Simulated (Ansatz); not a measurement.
Consider the redistribution: `COB(F)OC` + `C[SiH](C)[SiH2]F` → `COB(F)[SiH2]F` + `CO[SiH](C)C`.

Computed with Ansatz on PBE0-D4/def2-TZVP structures; ΔE is electronic, products minus reactants. CBS: MP2 limit from def2 TZ/QZ plus the TZ coupled-cluster correction, frozen cores. Functionals use def2-TZVPP. Each species was taken in one conformer, which may not be the lowest.

| level | ΔE (kcal/mol) |
| --- | --- |
| PBE0 | 12.6 |
| SCS-MP2/def2-TZVPP | 9.8 |

What does CCSD(T)/CBS give? (Estimate.)

Computed: +10.5 kcal/mol. The listed levels differ from it by 2.1, -0.7 kcal/mol.

Largest T1 diagnostic among the species: 0.013.

In def2-TZVPP, CCSD(T) changes the Hartree–Fock value by −1.0 kcal/mol (the triples alone add −0.2 kcal/mol) and MP2 by −1.7 kcal/mol.
